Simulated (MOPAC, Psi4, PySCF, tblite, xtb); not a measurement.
Dimer C4H4S ··· C4H4S (SMILES c1ccsc1 and c1ccsc1) at R = 3.57 Å between the centres of mass, closest contact 3.40 Å (lowest of the rigid-body minima from ten starts at GFN2-xTB). Geometry in Å and degrees:

```
C
C 1 1.3651
H 2 1.0774 1 128.21
H 1 1.0803 2 123.42 3 0.00
C 1 1.4224 4 124.01 2 180.00
C 5 1.3651 1 112.55 4 -180.00
H 6 1.0773 5 128.22 1 -179.99
H 5 1.0803 6 123.43 7 0.00
S 2 1.7183 3 120.29 1 -179.99
C 5 3.3993 8 95.10 6 -86.42
C 10 1.3651 5 96.66 8 171.41
H 10 1.0773 11 128.22 9 86.74
H 11 1.0803 10 123.43 12 0.00
C 11 1.4224 13 124.02 10 180.00
C 14 1.3651 11 112.56 13 -180.00
H 15 1.0774 14 128.21 11 -179.99
H 14 1.0803 15 123.42 16 0.00
S 15 1.7183 16 120.29 14 -179.99
```

GFN2-xTB (tblite); SAPT0/jun-cc-pVDZ, frozen core (Psi4); AM1, restricted, heats of formation (MOPAC); PM7, restricted, heats of formation (MOPAC); GFN1-xTB (xtb); RKS-B3LYP/6-31G* = restricted B3LYP/6-31G*, spherical d, no counterpoise correction in PySCF; RHF/LANL2DZ = restricted Hartree-Fock/LANL2DZ, with its core potentials past Ne, no counterpoise correction run with PySCF 2.14.0; RHF/6-31G* = restricted Hartree-Fock/6-31G*, spherical d, no counterpoise correction (PySCF); RKS-M06-2X/6-31G* = restricted M06-2X/6-31G*, spherical d, no counterpoise correction run with PySCF.

**Question.** What interaction energy does each level give?

**Answer.** 
```json
[
 {"method": "GFN2-xTB", "E_int / kJ/mol": "-19.03"},
 {"method": "PM7", "E_int / kJ/mol": "-13.06"},
 {"method": "GFN1-xTB", "E_int / kJ/mol": "-11.87"},
 {"method": "RKS-M06-2X/6-31G*", "E_int / kJ/mol": "-9.56"},
 {"method": "SAPT0/jun-cc-pVDZ", "E_int / kJ/mol": "-5.99"},
 {"method": "RKS-B3LYP/6-31G*", "E_int / kJ/mol": "17.30"},
 {"method": "AM1", "E_int / kJ/mol": "18.31"},
 {"method": "RHF/LANL2DZ", "E_int / kJ/mol": "24.85"},
 {"method": "RHF/6-31G*", "E_int / kJ/mol": "25.27"}
]
```
